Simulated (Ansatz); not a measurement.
Geometry optimisation, RKS B3LYP/def2-SVP (Ansatz).

Input:

```yaml
crystal:
  periodic: [false, false, false]
  atoms:
    - { symbol: Ga, position_ang: [-0.085876, 0.221262, 0.174653] }
    - { symbol: "N", position_ang: [-0.005915, 0.003121, 2.061985] }
    - { symbol: H, position_ang: [-0.858622, 0.219843, 2.575663] }
    - { symbol: H, position_ang: [0.7802, 0.474538, 2.506396] }
    - { symbol: Cl, position_ang: [1.776098, 0.739998, -0.793841] }
    - { symbol: "N", position_ang: [-1.630138, 0.18495, -0.779813] }
    - { symbol: H, position_ang: [-2.448767, -0.28692, -0.406453] }
    - { symbol: H, position_ang: [-1.578616, 0.071157, -1.788116] }
    - { symbol: F, position_ang: [0.392743, -2.587515, 0.689946] }
    - { symbol: H, position_ang: [0.371192, -2.140132, 1.50608] }
basis:
  gaussian: { orbitals: def2-SVP }
hamiltonian:
  xc: b3lyp
relax:
  f_tol: 0.03
  max_steps: 50
```

Command:

```bash
$ ansatz run input.yaml --threads 4 --pin off --max-ram 5120MiB --backend cpu --events-out ev --progress --plain --runs-dir out
```

Task: Where does it end, and by what steps?

Result: The run converged. After 18 steps the energy has fallen by 1.517 eV; H10 moved furthest, 1.41 Å. Parted: F9–H10 (0.93 → 2.67 Å). Joined: Ga1–F9 (2.90 → 1.78 Å), N2–H10 (2.25 → 1.02 Å).

```json
{"step": "0", "energy less start (eV)": "0.0000", "largest force component (eV/Å)": "0.952", "accepted": "yes"}
{"step": "1", "energy less start (eV)": "-0.1455", "largest force component (eV/Å)": "0.410", "accepted": "yes"}
{"step": "2", "energy less start (eV)": "-0.2448", "largest force component (eV/Å)": "0.660", "accepted": "yes"}
{"step": "3", "energy less start (eV)": "-0.2932", "largest force component (eV/Å)": "0.492", "accepted": "yes"}
{"step": "4", "energy less start (eV)": "-0.3319", "largest force component (eV/Å)": "0.498", "accepted": "yes"}
{"step": "5", "energy less start (eV)": "-0.3709", "largest force component (eV/Å)": "0.393", "accepted": "yes"}
{"step": "6", "energy less start (eV)": "-0.5734", "largest force component (eV/Å)": "1.452", "accepted": "yes"}
{"step": "7", "energy less start (eV)": "-1.0807", "largest force component (eV/Å)": "0.897", "accepted": "yes"}
{"step": "8", "energy less start (eV)": "-1.2450", "largest force component (eV/Å)": "1.570", "accepted": "yes"}
{"step": "9", "energy less start (eV)": "-1.2093", "largest force component (eV/Å)": "3.988", "accepted": "no"}
{"step": "10", "energy less start (eV)": "-1.3657", "largest force component (eV/Å)": "0.268", "accepted": "yes"}
{"step": "11", "energy less start (eV)": "-1.4145", "largest force component (eV/Å)": "0.154", "accepted": "yes"}
{"step": "12", "energy less start (eV)": "-1.4653", "largest force component (eV/Å)": "0.506", "accepted": "yes"}
{"step": "13", "energy less start (eV)": "-1.4990", "largest force component (eV/Å)": "0.324", "accepted": "yes"}
{"step": "14", "energy less start (eV)": "-1.5008", "largest force component (eV/Å)": "0.306", "accepted": "yes"}
{"step": "15", "energy less start (eV)": "-1.5014", "largest force component (eV/Å)": "0.650", "accepted": "yes"}
{"step": "16", "energy less start (eV)": "-1.5148", "largest force component (eV/Å)": "0.148", "accepted": "yes"}
{"step": "17", "energy less start (eV)": "-1.4957", "largest force component (eV/Å)": "0.614", "accepted": "no"}
{"step": "18", "energy less start (eV)": "-1.5170", "largest force component (eV/Å)": "0.018", "accepted": "yes"}
```

```xyz
10
Properties=species:S:1:pos:R:3
Ga 0.012 -0.570 -0.064
N 0.068 -0.234 2.012
H -0.811 0.182 2.330
H 0.841 0.384 2.265
Cl 1.773 0.598 -0.655
N -1.679 0.004 -0.559
H -2.291 -0.742 -0.890
H -1.680 0.737 -1.266
F 0.278 -2.324 0.093
H 0.200 -1.135 2.479
```

Whether the end is a true minimum wasn't checked by a vibrational analysis.

Run time: 62 s on 4 threads of Intel(R) Xeon(R) Platinum 8259CL CPU @ 2.50GHz (Skylake/Cascade Lake) (shared host), peak memory 0.33 GiB.
